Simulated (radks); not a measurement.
The numbers below are computed, except where a source is named.
Initial-state core-level shifts of the tellurium ion Te2+ when its valence configuration changes from [Kr] 4d10 5s2 5p2. Level of theory: scalar-relativistic Kohn-Sham, PBE, spin-polarised, spherical densities, finite nucleus; open shells are filled with parallel spins first (spin-orbit coupling, left out, can overturn this in heavy ions); Fermi nuclear charge, rms radius 4.7423 fm (a radial shooting solver on a logarithmic mesh with Libxc functionals). Shifts are changes of the shell-averaged eigenvalues in eV (positive: less bound); the change of the density at the nucleus, which sets a Mossbauer isomer shift, is in e/bohr^3, on a base of 2.35e+05.

valence                2s       2p       3s       4p  density at nucleus
4d10 5s1 5p3       -1.129   -1.122   -1.164   -1.149              -67.71
4d9.5 5s2 5p2.5    -4.872   -4.860   -4.651   -3.777              +11.97
4d10 5s1.5 5p2.5   -0.588   -0.585   -0.605   -0.597              -33.49
4d8 5s2 5p4       -20.081  -20.029  -19.063  -15.184              +49.01
4d10 5p4           -2.802   -2.789   -2.847   -2.781             -135.52
4d9 5p5           -12.674  -12.634  -12.249  -10.339             -124.09
4d10 5s0.5 5p3.5   -1.990   -1.981   -2.029   -1.987             -101.31
4d9 5s1.5 5p3.5   -10.482  -10.453  -10.030   -8.195              -12.34
4d9 5s2 5p3        -9.795   -9.770   -9.333   -7.521              +24.21
